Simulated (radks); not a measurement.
Values are calculated unless marked as measured or tabulated.
Ionisation of the europium ion Eu+, [Xe] 4f7 6s1, to Eu2+, [Xe] 4f7, under several functionals. Scalar-relativistic Kohn-Sham, spin-unpolarised, spherical densities, finite nucleus; a radial shooting solver on a logarithmic mesh with Libxc functionals.

functional                                        E(Eu+) (hartree)  Exc (hartree)  IE (eV)  -e(HOMO) (eV)  <r> HOMO (bohr)  IE error (eV)
RPBE                                                   -10843.4862      -242.2629   11.188          8.385            3.900         -0.052
MS2 meta-GGA                                           -10842.7172      -241.1618   11.044          8.463            3.869         -0.196
BP86                                                   -10844.6411      -243.4164   11.263          8.717            3.836         +0.023
SOGGA                                                  -10838.8431      -237.5954   11.039          8.391            3.862         -0.201
AM05                                                   -10835.9815      -234.7378   11.096          8.476            3.855         -0.144
LDA (Slater exchange, Perdew-Wang correlation)         -10835.6899      -234.4403   11.435          8.786            3.810         +0.195
LDA (Slater exchange, Perdew-Zunger correlation)       -10835.6917      -234.4422   11.440          8.792            3.809         +0.200

NIST Atomic Spectra Database: 11.24 eV (semi-empirical). Closest: BP86. The Delta-SCF values span 0.40 eV, the total energies 8.95 hartree. The highest occupied level is 6s. Spin polarisation and multiplet splitting are left out, so open shells lie too high by an amount that depends on their filling. Spin-orbit splitting is averaged out at the scalar-relativistic level.

Beside tabulated values, note that spin-unpolarised runs miss the spin-polarisation part of the exchange energy of open shells.
